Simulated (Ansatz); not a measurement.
Gas-phase reaction R1 → P1 + P2, each structure at its B3LYP-D3(BJ)/def2-TZVP stationary point, reached from a drawn start (curvature not checked).
R1, Cl3Ti (SMILES [Cl][Ti]([Cl])[Cl]) (charge 0, multiplicity 2):
| atom | x (Å) | y (Å) | z (Å) |
|---|---|---|---|
| Ti | 0.0000 | 0.0000 | 0.0000 |
| Cl | 2.2020 | 0.0000 | 0.0000 |
| Cl | -1.1010 | 1.9070 | 0.0000 |
| Cl | -1.1010 | -1.9070 | 0.0000 |
P1, Cl2Ti (SMILES [Cl][Ti][Cl]) (charge 0, multiplicity 3):
```json
[
 {"atom": "Ti", "x (Å)": "0.0000", "y (Å)": "0.0000", "z (Å)": "0.0000"},
 {"atom": "Cl", "x (Å)": "0.0000", "y (Å)": "0.0000", "z (Å)": "2.2491"},
 {"atom": "Cl", "x (Å)": "0.0000", "y (Å)": "0.0000", "z (Å)": "-2.2491"}
]
```
P2: Cl atom, charge 0, multiplicity 2.

P less R. No zero-point or thermal terms; open shells are unrestricted; no spin–orbit coupling. The spin states of the d-block species are the ones drawn and need not be the lowest.

Programs: Ansatz (a program for electronic structure). Each number belongs to the level named beside it.

Problem. One of these levels gives 128.54 kcal/mol for the reaction energy. Which?
A. HF/def2-SVP
B. SVWN5/def2-TZVPP
C. CAM-B3LYP/def2-TZVPP
D. PBE/def2-TZVPP

Solution. B, SVWN5/def2-TZVPP. The others give 57.16 (HF/def2-SVP), 112.71 (PBE/def2-TZVPP), 98.52 (CAM-B3LYP/def2-TZVPP)
